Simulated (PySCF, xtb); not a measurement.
CdSe, SMILES [Se]=[Cd].

GFN2-xTB run with xtb at its own geometry gives an orbital gap of 1.76 eV and a dipole moment of 7.30 D.

The structure is a stationary point at PBE0-D3(BJ)/def2-TZVP. The def2 effective core potentials stand for the cores of Cd; spin–orbit coupling is left out.

Task: What does ωB97X/def2-TZVPD (PySCF) give? (Estimate from the structure and the level; the computed values follow.)

Result: gap 5.90 eV (levels -8.27 and -2.38 eV), dipole 6.03 D.
